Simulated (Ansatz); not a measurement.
`C1CO[SiH2]C1` → `C[SiH2]CC=O`  (isomerisation)

Computed with Ansatz on PBE0-D4/def2-TZVP structures; ΔE is electronic, products minus reactants. CBS: MP2 limit from def2 TZ/QZ plus the TZ coupled-cluster correction, frozen cores. One conformer a species, not always the lowest.

`C1CO[SiH2]C1`:

Cartesian coordinates in Å:
```
C -0.449 -0.726 -0.739
C 0.330 -1.278 0.453
O 1.248 -0.288 0.900
Si 0.731 1.246 0.536
C -0.797 0.739 -0.433
H -1.333 -1.336 -0.942
H 0.190 -0.772 -1.627
H -0.353 -1.536 1.273
H 0.894 -2.176 0.190
H 0.449 2.033 1.767
H 1.766 1.968 -0.251
H -1.683 0.806 0.206
H -0.994 1.320 -1.334
```

`C[SiH2]CC=O`:

```xyz
13

C    -1.310    1.188    0.604
Si   -0.898   -0.274   -0.479
C     0.967   -0.465   -0.736
C     1.729   -0.748    0.520
O     1.237   -0.790    1.616
H    -2.393    1.310    0.691
H    -0.902    2.112    0.186
H    -0.895    1.046    1.602
H    -1.493   -0.091   -1.834
H    -1.439   -1.539    0.085
H     1.185   -1.264   -1.457
H     1.393    0.438   -1.193
H     2.819   -0.922    0.396
```

| species | MP2/CBS(def2) energy (Eh) |
| --- | --- |
| `C1CO[SiH2]C1` | -483.17856 |
| `C[SiH2]CC=O` | -483.13867 |

Q: Work out ΔE.

A: ΔE = (-483.13867) − (-483.17856) = 0.03989 Eh = +104.7 kJ/mol. CCSD(T)/CBS gives +96.8 kJ/mol.

Largest T1 diagnostic among the species: 0.013.

From BLYP to BHLYP (50 % exact exchange), in def2-TZVPP and without D4, ΔE moves by +32.3 kJ/mol. The D4 term adds +3.5 kJ/mol with B3LYP and +1.4 kJ/mol with PBE0; it sums over pairs of atoms, weighted by their polarisabilities, and B3LYP, whose exchange is more repulsive, gets the larger term.

B3LYP here is the variant with VWN-RPA as its local correlation; programs differ in this.
